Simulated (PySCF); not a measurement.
Si(Cl)3(NH2) (Cl₃H₂NSi), SMILES N[Si](Cl)(Cl)Cl.

The structure is a stationary point at B3LYP-D3(BJ)/def2-SVP. The values are those of a single conformer.

Two levels are set side by side: PBE/def2-TZVP (PySCF) and B3LYP/def2-TZVP (PySCF). Same geometry, gas phase. Differences are taken from unrounded values.

| quantity | PBE |
|---|---|
| orbital gap (eV) | 5.78 |
| highest occupied level (eV) | -6.87 |
| lowest empty level (eV) | -1.10 |
| dipole moment (D) | 2.46 |
| mean polarisability (bohr³) | 66.7 |

Problem. These are the PBE values. What does B3LYP give? (The exact figures need the calculation; the answer reports its results.)

Solution. 
| quantity | B3LYP | PBE minus B3LYP |
|---|---|---|
| orbital gap (eV) | 7.71 | -1.93 |
| highest occupied level (eV) | -8.08 | 1.21 |
| lowest empty level (eV) | -0.38 | -0.72 |
| dipole moment (D) | 2.47 | -0.01 |
| mean polarisability (bohr³) | 64.6 | 2.0 |

Without exact exchange PBE keeps part of each electron's self-repulsion, which lifts occupied levels and narrows the gap. PBE's more diffuse valence density responds more strongly to a field. Differences between two approximate levels are no errors against the true value.

Rough cost on one machine, each run with all the roots and properties that it gave: B3LYP against PBE within a factor of 2.
